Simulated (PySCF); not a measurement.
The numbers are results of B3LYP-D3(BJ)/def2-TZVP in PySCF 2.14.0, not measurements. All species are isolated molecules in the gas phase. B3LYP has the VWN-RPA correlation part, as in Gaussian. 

Reference species (SMILES): `F[SiH2]` (neutral, multiplicity 2).

```json
{
  "dipole_moment": "1.26 D"
}
```

Changed species: `F[Si](F)F` (radical fragment; the reference has radical fragment).

**Question.** What does the change do to the dipole moment?

**Answer.** the dipole moment falls by 0.04 D, to 1.22 D.
